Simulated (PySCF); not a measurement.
# Reading the logs of faulty runs: BC2H7

Calculated results; nothing here was measured. They come from PySCF 2.14.0, an open-source quantum chemistry program, on an isolated molecule that a program drew, which may never have been made. The molecule is BC2H7 (charge 0, singlet), drawn as the SMILES string `BCC`.

Each row is a Hartree-Fock (HF) and frozen-core CCSD(T) single point in the cc-pVDZ basis, meant for a local HF minimum. Run 1 is clean. Each other run has one planted mistake out of seven kinds, and not every kind appears here: one electron removed, one electron added, multiplicity raised by two, geometry at a saddle point, minimal basis STO-3G, one bond length entered in bohr, all coordinates scaled. The reference is restricted for singlets and unrestricted otherwise, and also for a bond in bohr. Adding or removing an electron swaps singlet and doublet. Electrons count all cores. HOMO and LUMO are orbital energies over both spins, the gradient is its largest component, and the lowest frequency (negative if imaginary) is given only where the gradient is small. Bond lengths are over the 9 bonds as drawn. T1 is the CCSD diagnostic: over 0.02 (restricted) or 0.045 (unrestricted) a single reference is doubtful.

Geometry of the clean run:
```xyz
10
BC2H7, angstrom
B    -2.4976   -0.2912   -0.7022
C    -1.1394   -1.0643   -0.5162
C    -0.6357   -1.2723    0.9135
H    -2.9290   -0.1090   -1.8105
H    -3.1302    0.1312    0.2308
H    -0.3860   -0.5342   -1.1176
H    -1.2474   -2.0298   -1.0320
H    -0.4798   -0.3162    1.4199
H    -1.3574   -1.8393    1.5074
H     0.3114   -1.8168    0.9367
```

```
run  electrons  basis functions  <S^2>  HOMO (eV)  LUMO (eV)  gradient (hartree/bohr)  lowest frequency (cm^-1)  mean bond (Å)  longest bond (Å)      T1  HF (hartree)  CCSD(T) (hartree)                          mistake
  1         24               77  0.000     -12.11       2.52                  6.3e-06                        37         1.2211             1.574  0.0077    -104.48119         -104.91881                         no fault
  2         24               77  0.701     -10.36       2.29                  2.1e-02                         -         1.3291             2.065  0.0611    -104.35545         -104.79094  one bond length entered in bohr
  3         24               22  0.000     -11.00       6.97                  2.4e-02                         -         1.2211             1.574  0.0036    -103.24247         -103.43050             minimal basis STO-3G
  4         23               77  0.760     -19.22      -9.07                  1.3e-01                         -         1.2211             1.574  0.0268    -104.09079         -104.50506                                ?
```

**Which mistake was planted in run 4, and what did it cost?**

It counts 23 electrons, one fewer than the clean run, at the same geometry and basis. So the mistake is: one electron removed. Subtracting run 1 and multiplying by 627.51 kcal/mol a hartree, the energy moved by 245.0 kcal/mol in HF and 259.6 kcal/mol in CCSD(T).

Cautions from the logs. Run 2: T1 is over the limit, so its CCSD(T) energy is less reliable.
